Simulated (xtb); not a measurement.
xtb input for C2H5O, SMILES CC[O-], charge -1, GFN2-xTB. 

```
$ xtb mol.xyz --gfn 2 --sp --chrg -1 --uhf 0 --json
$ cat mol.xyz
8

C     -0.19454125     1.19689448    -0.00000000
C      0.46008835    -0.23943894     0.00000000
O     -0.36126015    -1.24103597     0.00000000
H      0.56899145     1.98058879     0.00000000
H     -0.82258863     1.31139175    -0.88340379
H     -0.82258862     1.31139175     0.88340380
H      1.18649221    -0.20990888     0.90528114
H      1.18649220    -0.20990888    -0.90528115
```

It prints:

```
[banner left out]
          |                Calculation Setup                |
           -------------------------------------------------



           -------------------------------------------------
          |                 G F N 2 - x T B                 |
           -------------------------------------------------

        Reference                      10.1021/acs.jctc.8b01176
      * Hamiltonian:
        H0-scaling (s, p, d)           1.850000    2.230000    2.230000
        zeta-weighting                 0.500000
      * Dispersion:
        s8                             2.700000
        a1                             0.520000
        a2                             5.000000
        s9                             5.000000
      * Repulsion:
        kExp                           1.500000    1.000000
        rExp                           1.000000
      * Coulomb:
        alpha                          2.000000
        third order                    shell-resolved
        anisotropic                    true
        a3                             3.000000
        a5                             4.000000
        cn-shift                       1.200000
        cn-exp                         4.000000
        max-rad                        5.000000


          ...................................................
          :                      SETUP                      :
          :.................................................:
          :  # basis functions                  17          :
          :  # atomic orbitals                  17          :
          :  # shells                           11          :
          :  # electrons                        20          :
          :  max. iterations                   250          :
          :  Hamiltonian                  GFN2-xTB          :
          :  restarted?                      false          :
          :  GBSA solvation                  false          :
          :  PC potential                    false          :
          :  electronic temp.          300.0000000     K    :
          :  accuracy                    1.0000000          :
          :  -> integral cutoff          0.2500000E+02      :
          :  -> integral neglect         0.1000000E-07      :
          :  -> SCF convergence          0.1000000E-05 Eh   :
          :  -> wf. convergence          0.1000000E-03 e    :
          :  Broyden damping             0.4000000          :
          :  net charge                         -1          :
          :  unpaired electrons                  0          :
          ...................................................

 iter      E             dE          RMSdq      gap      omega  full diag
   1    -11.0416792 -0.110417E+02  0.492E+00   12.56       0.0  T
   2    -11.1357061 -0.940269E-01  0.201E+00   10.67       1.0  T
   3    -11.1368201 -0.111405E-02  0.111E+00   10.52       1.0  T
   4    -11.1370990 -0.278898E-03  0.251E-01   10.42       1.0  T
   5    -11.1371582 -0.592124E-04  0.117E-01   10.50       1.0  T
   6    -11.1371712 -0.129800E-04  0.271E-02   10.53       1.3  T
   7    -11.1371718 -0.641284E-06  0.549E-03   10.52       6.4  T
   8    -11.1371719 -0.107754E-07  0.213E-03   10.53      16.6  T
   9    -11.1371719 -0.164488E-07  0.369E-04   10.52      95.7  T
  10    -11.1371719  0.114930E-11  0.196E-04   10.53     180.5  T

   *** convergence criteria satisfied after 10 iterations ***

         #    Occupation            Energy/Eh            Energy/eV
      -------------------------------------------------------------
         1        2.0000           -0.4046441             -11.0109
       ...           ...                  ...                  ...
         4        2.0000           -0.3018034              -8.2125
         5        2.0000           -0.2956959              -8.0463
         6        2.0000           -0.2561704              -6.9708
         7        2.0000           -0.2457588              -6.6874
         8        2.0000           -0.2136343              -5.8133
         9        2.0000           -0.0908648              -2.4726
        10        2.0000           -0.0875824              -2.3832 (HOMO)
        11                          0.2992055               8.1418 (LUMO)
        12                          0.3064542               8.3390
        13                          0.3196474               8.6980
        14                          0.3538830               9.6296
        15                          0.3904839              10.6256
       ...                                ...                  ...
        17                          0.6247117              16.9993
      -------------------------------------------------------------
                  HL-Gap            0.3867880 Eh           10.5250 eV
             Fermi-level            0.1058115 Eh            2.8793 eV

 SCC (total)                   0 d,  0 h,  0 min,  0.005 sec
 SCC setup                      ...        0 min,  0.000 sec (  1.448%)
 Dispersion                     ...        0 min,  0.000 sec (  0.817%)
 classical contributions        ...        0 min,  0.000 sec (  0.334%)
 integral evaluation            ...        0 min,  0.000 sec (  7.523%)
 iterations                     ...        0 min,  0.003 sec ( 55.351%)
 molecular gradient             ...        0 min,  0.002 sec ( 30.747%)
 printout                       ...        0 min,  0.000 sec (  3.350%)

         :::::::::::::::::::::::::::::::::::::::::::::::::::::
         ::                     SUMMARY                     ::
         :::::::::::::::::::::::::::::::::::::::::::::::::::::
         :: total energy             -11.039351567940 Eh    ::
         :: gradient norm              0.000275758629 Eh/a0 ::
         :: HOMO-LUMO gap             10.525036783265 eV    ::
         ::.................................................::
         :: SCC energy               -11.137171581444 Eh    ::
         :: -> isotropic ES            0.197698069990 Eh    ::
         :: -> anisotropic ES          0.007457903452 Eh    ::
         :: -> anisotropic XC         -0.001700403214 Eh    ::
         :: -> dispersion             -0.003602258461 Eh    ::
         :: repulsion energy           0.097820013504 Eh    ::
         :: add. restraining           0.000000000000 Eh    ::
         :: total charge              -1.000000000000 e     ::
         :::::::::::::::::::::::::::::::::::::::::::::::::::::

           -------------------------------------------------
          |                Property Printout                |
           -------------------------------------------------

    * Orbital Energies and Occupations

         #    Occupation            Energy/Eh            Energy/eV
      -------------------------------------------------------------
         1        2.0000           -0.4046441             -11.0109
         2        2.0000           -0.3813449             -10.3769
         3        2.0000           -0.3376008              -9.1866
         4        2.0000           -0.3018034              -8.2125
         5        2.0000           -0.2956959              -8.0463
         6        2.0000           -0.2561704              -6.9708
         7        2.0000           -0.2457588              -6.6874
         8        2.0000           -0.2136343              -5.8133
         9        2.0000           -0.0908648              -2.4726
        10        2.0000           -0.0875824              -2.3832 (HOMO)
        11                          0.2992055               8.1418 (LUMO)
        12                          0.3064542               8.3390
        13                          0.3196474               8.6980
        14                          0.3538830               9.6296
Note: The following floating-point exceptions are signalling: IEEE_DENORMAL
normal termination of xtb
        15                          0.3904839              10.6256
        16                          0.4205061              11.4426
        17                          0.6247117              16.9993
      -------------------------------------------------------------
                  HL-Gap            0.3867880 Eh           10.5250 eV
             Fermi-level            0.1058115 Eh            2.8793 eV

     #   Z          covCN         q      C6AA      α(0)
     1   6 C        3.742    -0.093    22.348     6.745
     2   6 C        3.639     0.203    17.712     6.053
     3   8 O        0.855    -0.765    30.557     7.411
     4   1 H        0.924    -0.040     3.851     3.069
     5   1 H        0.925    -0.011     3.265     2.826
     6   1 H        0.925    -0.011     3.265     2.826
     7   1 H        0.908    -0.141     7.266     4.217
     8   1 H        0.908    -0.141     7.266     4.217

 Mol. C6AA /au·bohr⁶  :        642.909322
 Mol. C8AA /au·bohr⁸  :      12258.944327
 Mol. α(0) /au        :         37.362776


Wiberg/Mayer (AO) data.
largest (>0.10) Wiberg bond orders for each atom

 ---------------------------------------------------------------------------
     #   Z sym  total        # sym  WBO       # sym  WBO       # sym  WBO
 ---------------------------------------------------------------------------
     1   6 C    3.975 --     5 H    0.992     6 H    0.992     4 H    0.990
                             2 C    0.926
     2   6 C    3.974 --     3 O    1.236     1 C    0.926     7 H    0.906
                             8 H    0.906
     3   8 O    1.443 --     2 C    1.236
     4   1 H    0.998 --     1 C    0.990
     5   1 H    1.000 --     1 C    0.992
     6   1 H    1.000 --     1 C    0.992
     7   1 H    0.980 --     2 C    0.906
     8   1 H    0.980 --     2 C    0.906
 ---------------------------------------------------------------------------

Topologies differ in total number of bonds
Writing topology from bond orders to xtbtopo.mol

molecular dipole:
                 x           y           z       tot (Debye)
 q only:        0.093       1.399       0.000
   full:        0.316       1.810       0.000       4.669
molecular quadrupole (traceless):
                xx          xy          yy          xz          yz          zz
 q only:        1.401      -1.573      -4.071       0.000      -0.000       2.670
  q+dip:        1.798      -2.442      -5.385       0.000      -0.000       3.587
   full:        1.793      -2.284      -5.112       0.000      -0.000       3.319


           -------------------------------------------------
          | TOTAL ENERGY              -11.039351567940 Eh   |
          | GRADIENT NORM               0.000275758629 Eh/α |
          | HOMO-LUMO GAP              10.525036783265 eV   |
           -------------------------------------------------

------------------------------------------------------------------------
------------------------------------------------------------------------
 total:
 SCF:
```

The calculation finished and met its thresholds.
